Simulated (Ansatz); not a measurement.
Input and output for C₃H₈Ge, SMILES `C[CH](C)[GeH]`.

```yaml
crystal:
  periodic: [false, false, false]
  atoms:
    - {symbol: C, position_ang: [-0.637602, 0.976710, -0.678170]}
    - {symbol: C, position_ang: [0.178649, -0.294649, -0.474732]}
    - {symbol: C, position_ang: [1.049805, -0.203117, 0.826525]}
    - {symbol: Ge, position_ang: [-0.764232, -2.021686, -0.395204]}
    - {symbol: H, position_ang: [-1.228970, 0.879974, -1.608876]}
    - {symbol: H, position_ang: [-1.317268, 1.099496, 0.160883]}
    - {symbol: H, position_ang: [-0.054071, 1.858503, -0.700611]}
    - {symbol: H, position_ang: [0.950763, -0.318404, -1.336101]}
    - {symbol: H, position_ang: [1.728137, 0.653665, 0.858179]}
    - {symbol: H, position_ang: [0.362205, -0.145963, 1.697638]}
    - {symbol: H, position_ang: [1.618027, -1.086966, 0.995008]}
    - {symbol: H, position_ang: [-1.759138, -1.479795, 0.689322]}
basis:
  gaussian: {orbitals: def2-mTZVP}
total_charge: 1
magnetization: {spin_polarized: true, initial_magnetization: 1}
hamiltonian: {xc: {name: BLYP}}
accuracy: high
output: {forces: true}
```

```sh
$ ansatz run in.yaml --threads 4 --pin off --events-out ev --progress --plain --max-ram 10444MiB
```

Shortened log:

```
Functional definition: BLYP
2472 factors; integrals over basis functions are off by at most 4.7e-9 eV
mean field evaluation 1: about -59716.4372 eV, gradient 8.3e1 eV
mean field evaluation 2: about -59464.7624 eV, gradient 1.8e2 eV
mean field evaluation 4: about -59746.2958 eV, gradient 2.6e1 eV
mean field evaluation 8: about -59750.4351 eV, gradient 3.4e-1 eV
mean field evaluation 16: about -59750.4309 eV, gradient 8.2e-4 eV
mean field -59750.43086075 eV, -2195.7878338360 hartree, gradient 4.8e-8 eV, S^2 0.751787; 2 other end points of the search recorded, 0 dependent functions left out
reference -59750.43092001 eV, -2195.7878360137 hartree; 29, 28 occupied and 88, 89 virtual orbitals, 2472 factors
Total energy: -59750.43092001 eV, -2195.7878360137 hartree
Atom 0 at    -0.637602     0.976710    -0.678170 Å, force    -2.406015    -2.272964    -0.242633 eV/Å
Atom 1 at     0.178649    -0.294649    -0.474732 Å, force     4.567567     2.343737    -2.101286 eV/Å
Atom 2 at     1.049805    -0.203117     0.826525 Å, force    -1.997060    -0.815474     0.852885 eV/Å
Atom 3 at    -0.764232    -2.021686    -0.395204 Å, force    -0.516357     0.310851     0.435092 eV/Å
Atom 4 at    -1.228970     0.879974    -1.608876 Å, force     0.111935     0.523995     0.199726 eV/Å
Atom 5 at    -1.317268     1.099496     0.160883 Å, force    -0.493717     0.199083     0.222014 eV/Å
Atom 6 at    -0.054071     1.858503    -0.700611 Å, force     1.266683     0.976842    -0.243229 eV/Å
Atom 7 at     0.950763    -0.318404    -1.336101 Å, force    -1.084907    -0.329781     0.912956 eV/Å
Atom 8 at     1.728137     0.653665     0.858179 Å, force    -0.070720     0.273284    -0.444953 eV/Å
Atom 9 at     0.362205    -0.145963     1.697638 Å, force     0.356897     0.325304    -0.076256 eV/Å
Atom 10 at     1.618027    -1.086966     0.995008 Å, force     0.977026    -0.855923     0.092348 eV/Å
Atom 11 at    -1.759138    -1.479795     0.689322 Å, force    -0.711332    -0.678954     0.393335 eV/Å
Dipole moment:     0.040461    -0.083231    -0.061601 e Å
```

Run time 6.5 s (4 threads of an Arm Neoverse V2 on a shared host); peak host memory 0.44 GiB.
